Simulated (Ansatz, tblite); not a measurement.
Forces on (4-phenylthiophenyl)diphenylsulfonium, `c1ccc(Sc2ccc([S+](c3ccccc3)c3ccccc3)cc2)cc1` at its PBE-D4/def2-SVP geometry. Total charge 1; singlet.

The xTB rows come from tblite. Single mean-field runs in def2-TZVP are fitted with def2-universal-jkfit.

GFN2-xTB (tblite), largest force 1.07 eV/Å:

```xyz
45
positions Å, forces eV/Å
C    -0.558    6.042    1.604   -0.211   -0.250   -0.019
C    -1.117    5.681    0.366   -0.088   -0.174    0.273
C    -1.996    4.591    0.282    0.116    0.050    0.353
C    -2.305    3.859    1.445    0.680    0.820    0.061
S    -3.474    2.506    1.355    0.307   -0.279   -0.098
C    -2.456    1.123    0.970    0.259   -0.468   -0.105
C    -1.048    1.186    0.834   -0.137   -0.199   -0.010
C    -0.314    0.039    0.527   -0.364    0.067    0.073
C    -0.989   -1.184    0.355   -0.309    0.777    0.070
S    -0.145   -2.698   -0.058   -0.177   -0.511    0.167
C     1.533   -2.467    0.555    0.659    0.223    0.241
C     1.743   -2.818    1.900    0.329    0.161   -0.188
C     3.025   -2.651    2.442   -0.008    0.025   -0.237
C     4.070   -2.158    1.642   -0.264   -0.036   -0.128
C     3.841   -1.826    0.297   -0.166   -0.102    0.151
C     2.563   -1.979   -0.264    0.107   -0.105    0.428
C     0.033   -2.694   -1.852    0.146    0.084   -0.720
C    -0.157   -1.529   -2.611    0.082   -0.368   -0.221
C    -0.012   -1.614   -4.004    0.019   -0.204    0.108
C     0.312   -2.839   -4.612   -0.042    0.026    0.289
C     0.488   -3.994   -3.832   -0.083    0.200    0.080
C     0.341   -3.933   -2.439   -0.014    0.295   -0.255
C    -2.389   -1.274    0.505    0.010    0.375    0.057
C    -3.114   -0.123    0.804    0.222   -0.129   -0.021
C    -1.754    4.221    2.690    0.053    0.163   -0.332
C    -0.877    5.315    2.763   -0.143   -0.095   -0.288
H     0.125    6.904    1.668   -0.453   -0.572   -0.043
H    -0.875    6.259   -0.539   -0.162   -0.389    0.596
H    -2.452    4.307   -0.679    0.295    0.179    0.616
H    -0.528    2.144    0.976   -0.314   -0.569   -0.093
H     0.781    0.096    0.435   -0.664   -0.050    0.035
H     0.921   -3.213    2.516    0.513    0.284   -0.457
H     3.209   -2.921    3.493   -0.112    0.188   -0.699
H     5.076   -2.037    2.071   -0.654   -0.070   -0.282
H     4.663   -1.448   -0.329   -0.532   -0.243    0.410
H     2.379   -1.731   -1.320    0.100   -0.145    0.664
H    -0.424   -0.578   -2.128    0.186   -0.597   -0.295
H    -0.159   -0.713   -4.620    0.101   -0.588    0.403
H     0.420   -2.895   -5.705   -0.064    0.042    0.715
H     0.731   -4.955   -4.311   -0.159    0.648    0.315
H     0.466   -4.837   -1.822   -0.080    0.649   -0.372
H    -2.907   -2.237    0.385    0.400    0.614    0.053
H    -4.207   -0.185    0.921    0.732    0.112   -0.068
H    -2.019    3.650    3.593    0.169    0.366   -0.586
H    -0.447    5.606    3.734   -0.287   -0.202   -0.640
```

r2SCAN-D4/def2-TZVP (Ansatz), largest force 0.59 eV/Å:

```
C -0.060 -0.081 -0.004
C -0.023 -0.044 0.071
C 0.041 0.018 0.102
C 0.147 0.276 0.030
S 0.470 -0.007 -0.064
C 0.145 -0.274 -0.062
C -0.021 -0.050 -0.007
C -0.106 0.012 0.016
C -0.123 0.155 0.084
S 0.207 0.446 -0.173
C 0.234 -0.017 0.123
C 0.104 0.047 -0.049
C -0.014 0.010 -0.067
C -0.094 -0.003 -0.057
C -0.049 -0.032 0.056
C 0.028 -0.028 0.110
C -0.011 -0.054 -0.267
C 0.020 -0.090 -0.035
C 0.006 -0.067 0.020
C -0.013 0.023 0.105
C -0.014 0.045 0.028
C 0.003 0.079 -0.079
C -0.005 0.127 0.017
C 0.053 -0.043 -0.017
C 0.023 0.047 -0.093
C -0.037 -0.018 -0.079
H -0.365 -0.456 -0.033
H -0.131 -0.307 0.480
H 0.237 0.153 0.500
H -0.254 -0.483 -0.073
H -0.542 -0.038 0.041
H 0.408 0.204 -0.330
H -0.099 0.144 -0.563
H -0.517 -0.065 -0.222
H -0.427 -0.197 0.327
H 0.087 -0.131 0.552
H 0.141 -0.501 -0.252
H 0.077 -0.472 0.327
H -0.058 0.027 0.566
H -0.132 0.515 0.262
H -0.067 0.474 -0.307
H 0.270 0.475 0.059
H 0.555 0.038 -0.057
H 0.138 0.301 -0.474
H -0.230 -0.158 -0.513
```

PBE0-D4/def2-TZVP (Ansatz), largest force 0.77 eV/Å:

```
C -0.168 -0.214 -0.013
C -0.065 -0.129 0.188
C 0.106 0.048 0.284
C 0.172 0.269 0.023
S 0.645 0.031 -0.081
C 0.224 -0.364 -0.082
C -0.149 -0.187 -0.020
C -0.277 -0.051 0.017
C -0.160 0.209 0.068
S 0.363 0.622 -0.283
C 0.211 -0.003 0.131
C 0.225 0.114 -0.184
C -0.059 0.036 -0.213
C -0.252 -0.024 -0.126
C -0.182 -0.087 0.127
C 0.025 -0.070 0.284
C -0.009 -0.050 -0.239
C 0.066 -0.252 -0.084
C 0.023 -0.185 0.126
C -0.034 0.034 0.277
C -0.052 0.169 0.115
C -0.028 0.249 -0.155
C 0.147 0.255 0.024
C 0.232 0.026 -0.021
C 0.052 0.129 -0.268
C -0.102 -0.065 -0.206
H -0.379 -0.475 -0.035
H -0.135 -0.317 0.503
H 0.248 0.160 0.528
H -0.280 -0.505 -0.076
H -0.576 -0.046 0.048
H 0.431 0.212 -0.340
H -0.099 0.152 -0.585
H -0.536 -0.066 -0.229
H -0.443 -0.206 0.343
H 0.088 -0.142 0.582
H 0.147 -0.532 -0.261
H 0.080 -0.494 0.337
H -0.058 0.028 0.586
H -0.136 0.537 0.269
H -0.070 0.493 -0.327
H 0.279 0.496 0.062
H 0.579 0.040 -0.061
H 0.143 0.315 -0.499
H -0.238 -0.161 -0.536
```
